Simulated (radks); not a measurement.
Values are calculated unless marked as measured or tabulated.
Effect of the nuclear size on the promethium ion Pm3+, [Xe] 4f4. Code: a radial shooting solver on a logarithmic mesh with Libxc functionals. Model: Dirac Kohn-Sham, BLYP, spin-unpolarised, spherical densities, finite nucleus; open shells are shared between the two j in proportion to 2j + 1; Fermi nuclear charge, rms radius 4.962 fm. The rms radius is varied about that value; shifts are against it.

rms radius (fm)  total energy shift (eV)  density at nucleus (e/bohr^3)  1s1/2 shift (meV)  2s1/2 shift (meV)  4p1/2 shift (meV)  5s1/2 shift (meV)  5p1/2 shift (meV)  4f7/2 shift (meV)  6s1/2 (empty) shift (meV)
4.2127                             -4.10                      5.119e+05              -1700               -213              0.395              -1.76              0.107              0.293                     -0.334
4.4906                             -2.64                      5.044e+05              -1090               -137              0.254              -1.13              0.069              0.189                     -0.215
4.962                                  0                      4.929e+05              0.000              0.000              0.000              0.000              0.000              0.000                      0.000
5.1109                             0.875                      4.895e+05                362               45.5             -0.084              0.376             -0.023             -0.063                      0.071
5.483                               3.15                      4.817e+05               1300                164             -0.303               1.35             -0.082             -0.225                      0.257

Slopes of the eigenvalues against <r^2> in GHz/fm^2, as finite differences over the two radii next to the reference (eigenvalue slopes, not the field-shift constants of lines): 1s1/2 59000, 2s1/2 7410, 4p1/2 -13.7, 5s1/2 61.3, 5p1/2 -3.74, 4f7/2 -10.2, 6s1/2 (empty) 11.6.
